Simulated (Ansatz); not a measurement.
Calculated with Ansatz (gas phase, PBE0-D4/def2-TZVP geometries, no zero-point term in ΔE). CCSD(T)/CBS is the MP2 limit (def2-TZVPP, def2-QZVPP) plus CCSD(T) − MP2 in def2-TZVPP, frozen cores. This one scheme is used for every species. Functionals use def2-TZVPP. B3LYP here is the variant with VWN-RPA as its local correlation; programs differ in this. def2 core potentials past Kr. For Br, Sn outer-core shells are correlated without core-valence functions, which leaves a few kJ/mol of doubt a bond. Scalar relativity is left out up to krypton. One conformer a species, not always the lowest.

Reaction (formal hydrolysis of the Sn–C bond): `C[CH2][Sn][Br]` + H₂O → `[OH][Sn][Br]` + `CC`

CCSD(T)/CBS gives -1.00 eV.

Problem. Another level gave -1.20 eV. Which?
A. B2PLYP/def2-TZVPP
B. revPBE-D4/def2-TZVPP
C. PBE0-D4/def2-TZVPP
D. B3LYP/def2-TZVPP

Solution. D. B3LYP -1.20, revPBE-D4 -1.05, PBE0-D4 -1.00, B2PLYP -1.14 eV.

Largest T1 diagnostic among the species: 0.015.

Leaving LDA and LC-ωPBE aside and taking each functional with its dispersion term where it has one, the values, not all of them listed here, spread over 0.21 eV, from B97M-V to HSE06-D4. LDA lies +0.08 eV from PBE without D4. From BLYP to BHLYP (50 % exact exchange), in def2-TZVPP and without D4, ΔE moves by +0.13 eV. The D4 term adds +0.10 eV with B3LYP and +0.06 eV with PBE0; it sums over pairs of atoms, weighted by their polarisabilities, and B3LYP, whose exchange is more repulsive, gets the larger term.
